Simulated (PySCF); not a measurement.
Computed with B3LYP-D3(BJ)/def2-TZVP (PySCF). Gas-phase values, no solvent. B3LYP has the VWN-RPA correlation part, as in Gaussian. Excitations are Tamm–Dancoff values on a coarser integration grid. The basis has no diffuse functions, so Rydberg states are missing or too high.

Reference species (SMILES): `O=[Si]=O` (neutral, multiplicity 1).

```yaml
S1–T1 gap (TDA): 0.43 eV
S1 oscillator strength: 0.000
```

Changed species: `N=C=S`.

Problem. Predict the effect on the S1–T1 gap (TDA) and S1 oscillator strength.

Solution. the S1–T1 gap (TDA) falls by 0.06 eV, to 0.37 eV; the S1 oscillator strength is nearly the same.
